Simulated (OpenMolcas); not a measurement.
Re5+ among 4 point charges of -2 e arranged as a tetrahedron (Td), 2.41 Å from the ion.

* Program: OpenMolcas 26.06
* Method: CASSCF
* Basis: ANO-RCC-VDZP [7s6p4d2f1g]
* Scalar Hamiltonian: DKH2, point nucleus
* Active space: 2 electrons in 5 orbitals (5d)
* State averaging: 2S+1 = 3 even, 10 roots; 2S+1 = 1 even, 15 roots
* Spin-orbit coupling: RASSI with atomic mean-field integrals over the reference wave functions

(1) What is the spin-free ground state (labels of Td)?

(2) Where is the first state of the same spin?

(3) What are the lowest two levels with spin-orbit coupling?

(4) What is χT at 300 K, and how does it compare with the textbook value?

(5) Which ligand-field parameters describe the states?

Answers

(1) 3A2, 1-fold in its orbital part, 100 % from free-ion F terms; it has the highest spin that d2 allows.

(2) 3T2 at 1830 cm-1 above the ground state.

(3) A 3-fold level T2, then a 2-fold level E 700.0 cm-1 above it. Their leading multiplicities are 3 (91 %) and 3 (89 %).

(4) The lowest level has 2S+1 = 3, for which the spin-only value is χT = S(S+1) / 2 = 1.000 cm3 K/mol (g = 2). The computed 0.231 at 300 K differs by -0.769, through orbital momentum, spin-orbit coupling and any other state in reach.

(5) A least-squares ligand-field fit to the states below 45000 cm-1, each weighted by its degeneracy and with a free common offset, gives 10Dq = -1851 cm-1 (negative for this site), B = 863 cm-1 and C = 3546 cm-1 (C/B = 4.11), with an rms deviation of 21 cm-1. 

Spin-orbit coupling mixes the spin-free states strongly: the lowest level takes only 43 % from its leading state, 3T2, which lies 1829 cm-1 above the lowest spin-free state. Without dynamic correlation the repulsion within the d shell is too large (B by tens of per cent), so at a given field states of lower spin stand too high. The ground term spreads over less than 5000 cm-1, several times less than with real ligands, so orbital moments are less quenched and χT lies further from the spin-only value than at real sites. Point charges carry no covalency, so the field is a model and not that of real ligands. No measured value stands beside these numbers.
